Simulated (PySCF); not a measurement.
CH₁₀O₂Si₃, SMILES C[Si@@H](O)[Si@H](O)[SiH3]. Coordinates come from a PBE-D3(BJ)/def2-SVP optimisation. The structure was generated by enumeration; whether it is a known compound was not checked. Other conformers were not sampled.

Computed equilibrium geometry at PBE-D3(BJ)/def2-SVP (PySCF confirms it by a frequency run) as a Z-matrix (one conformer of several):
```
Si
O 1 1.7012
H 2 0.9738 1 113.66
H 1 1.5151 2 111.94 3 -63.49
Si 1 2.3524 4 107.68 2 116.81
H 5 1.5046 1 114.75 4 -52.85
H 5 1.5065 6 109.10 1 124.65
H 5 1.5133 6 107.98 7 116.16
Si 1 2.3666 4 110.86 2 -128.61
O 9 1.6951 1 107.59 4 -61.56
H 10 0.9737 9 114.36 1 -43.83
H 9 1.5047 10 104.75 11 -164.80
C 9 1.8881 12 109.39 10 122.15
H 13 1.1090 9 111.57 12 -55.82
H 13 1.1095 14 108.43 9 122.91
H 13 1.1104 14 108.49 15 116.39
```
